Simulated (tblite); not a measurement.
Compound: C₄H₆GeN₂O.
SMILES with atom numbers: `[N:1]#[C:2]/[C:3]([GeH3:4])=[CH:5]\[NH:6][CH:7]=[O:8]` (hydrogens: H9, H10, H11 on Ge4; H12 on C5; H13 on N6; H14 on C7)

Computed with GFN2-xTB (tblite), gas phase: L-BFGS steps from a force-field or distance-geometry start until the largest atomic force falls under 0.01 eV/Å.

Step 0: E = -635.8957 eV
```
atom  x, y, z in Å  |  force x, y, z in eV/Å
N1     -0.4775    2.9415    0.1693   -0.118  -0.942   0.011
C2     -0.5857    1.7936    0.2281    0.038  -0.494   0.151
C3     -0.7123    0.3532    0.3310   -0.760   2.363  -0.223
Ge4    -2.5120   -0.3137    0.4602   -1.235  -0.169   0.204
C5      0.3437   -0.4288    0.3189    2.792   0.563  -0.265
N6      1.6638    0.1275    0.2014    0.283  -0.263   0.059
C7      2.8276   -0.6664    0.1797   -2.440  -3.381   0.416
O8      2.7151   -1.9178    0.2660    0.445   3.554  -0.275
H9     -2.5997   -1.8500    0.2580    0.151   0.727   0.194
H10    -3.0393    0.1270    1.8736    0.146  -0.318  -0.847
H11    -3.3385    0.3614   -0.6609    0.260  -0.252   0.556
H12     0.2059   -1.4891    0.3814    0.564  -0.295   0.001
H13     1.6923    1.1863    0.1521    0.095  -1.695   0.058
H14     3.8157   -0.2252    0.0990   -0.222   0.602  -0.040
```

Step 1: E = -636.1280 eV
```
atom  x, y, z in Å  |  force x, y, z in eV/Å
N1     -0.4791    2.9281    0.1695    0.021   0.155  -0.040
C2     -0.5851    1.7865    0.2302   -0.058  -0.510   0.115
C3     -0.7232    0.3870    0.3279    1.099  -0.476  -0.130
Ge4    -2.5296   -0.3162    0.4631   -0.588   0.044   0.121
C5      0.3836   -0.4207    0.3151   -0.534   1.360  -0.115
N6      1.6679    0.1237    0.2023    0.108  -0.358   0.061
C7      2.7928   -0.7148    0.1856    0.240   4.109  -0.220
O8      2.7215   -1.8670    0.2620   -0.384  -3.924   0.247
H9     -2.5976   -1.8396    0.2607    0.131   0.595   0.177
H10    -3.0372    0.1225    1.8615    0.042  -0.287  -0.680
H11    -3.3348    0.3578   -0.6530    0.127  -0.209   0.453
H12     0.2140   -1.4933    0.3814    0.636   0.258  -0.039
H13     1.6937    1.1621    0.1530    0.212  -1.091   0.025
H14     3.8126   -0.2166    0.0985   -1.051   0.335   0.026
```

Step 2: E = -636.2820 eV
```
atom  x, y, z in Å  |  force x, y, z in eV/Å
N1     -0.4793    2.9264    0.1691   -0.037  -0.391  -0.004
C2     -0.5856    1.7800    0.2319    0.025   0.454   0.040
C3     -0.7152    0.3904    0.3259    0.550  -0.596  -0.074
Ge4    -2.5394   -0.3163    0.4650   -0.231   0.086   0.065
C5      0.3880   -0.4058    0.3131   -0.569   0.341  -0.046
N6      1.6698    0.1194    0.2031    0.026  -0.199   0.050
C7      2.7868   -0.6869    0.1849    0.128  -0.636   0.068
O8      2.7193   -1.8925    0.2635   -0.082   0.502  -0.042
H9     -2.5958   -1.8314    0.2631    0.118   0.508   0.164
H10    -3.0363    0.1187    1.8521    0.000  -0.239  -0.551
H11    -3.3327    0.3549   -0.6468    0.068  -0.154   0.370
H12     0.2220   -1.4918    0.3810    0.652   0.589  -0.061
H13     1.6960    1.1459    0.1534    0.255  -0.609  -0.001
H14     3.8018   -0.2114    0.0986   -0.905   0.344   0.022
```

Question: Estimate the geometry and energy of step 3. (The exact step hangs on the optimiser's Hessian estimate; all steps are aligned on step 2, rigid shifts and turns removed.)

Answer: E = -636.3357 eV, largest force 1.094 eV/Å
```
atom  x, y, z in Å  |  force x, y, z in eV/Å
N1     -0.4800    2.9194    0.1689    0.064   0.932  -0.068
C2     -0.5853    1.7843    0.2331   -0.080  -1.086   0.106
C3     -0.7044    0.3837    0.3239   -0.520   0.273  -0.047
Ge4    -2.5470   -0.3151    0.4667    0.109   0.111  -0.007
C5      0.3821   -0.3951    0.3116    0.337  -0.471  -0.037
N6      1.6711    0.1147    0.2041   -0.068  -0.284   0.052
C7      2.7856   -0.6880    0.1859   -0.089  -0.691   0.070
O8      2.7175   -1.8925    0.2632   -0.026   0.372  -0.033
H9     -2.5933   -1.8205    0.2665    0.095   0.392   0.147
H10    -3.0359    0.1135    1.8401   -0.054  -0.177  -0.381
H11    -3.3308    0.3515   -0.6387    0.000  -0.089   0.268
H12     0.2349   -1.4825    0.3800    0.561   0.521  -0.058
H13     1.7008    1.1302    0.1536    0.295  -0.191  -0.021
H14     3.7841   -0.2040    0.0989   -0.624   0.388   0.008
```

The energy changes by -0.0538 eV. The first-order estimate −F·Δx gives -0.0869 eV and the mean of the old and new forces, exact on a quadratic surface, -0.0532 eV. The step makes an angle of 25° with the force vector and moves no atom by more than 0.019 Å.

What follows is the cost of the whole relaxation. The run took 0.51 s of wall time on Arm Neoverse N1, one thread, shared host with 64 logical CPUs at a one-minute load of 61.
